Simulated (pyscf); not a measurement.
`[SiH3][SiH]([Cl])[Cl]` → `[SiH3][Cl]` + `[SiH][Cl]` [singlet], a 1,1-elimination (singlet surface; Si–Si, Cl–Si broken, Cl–Si formed). PySCF, gas phase, ωB97X-D3(BJ)/def2-SVP geometries. MP2 and CC: frozen core, UHF for open shells. ΔMP2 is the change of the MP2 total energy from the triple- to the quadruple-zeta basis. Energies in kcal/mol from the reactant's lowest minimum found.

Small-basis levels: PySCF, no dispersion term, spherical d functions. 

### Question
In single points HF/STO-3G puts the saddle at 72.6 kcal/mol and the reaction energy at +56.1 kcal/mol. Should these be trusted to within a few kcal/mol? Compare with CCSD(T)/def2-TZVPP + ΔMP2(QZVPP).

### Answer
CCSD(T)/def2-TZVPP + ΔMP2(QZVPP) gives ΔE‡ = 50.1 kcal/mol and ΔE = +47.0 kcal/mol. HF/STO-3G lies 22.5 kcal/mol over it in the barrier and 9.1 kcal/mol over it in the reaction energy, so on this step it does not hold to within 3.0 kcal/mol. CCSD(T)/def2-TZVPP + ΔMP2(QZVPP) has limits of its own. On the product side the descent ends in a bound adduct, 9.2 kcal/mol under the separated species and 6.0 kcal/mol under the saddle at ωB97X-D3(BJ)/def2-TZVP. One saddle was located; it need not be the lowest between these sides. The CCSD(T) − MP2 part came from Ansatz, without density fitting, on the same reference.
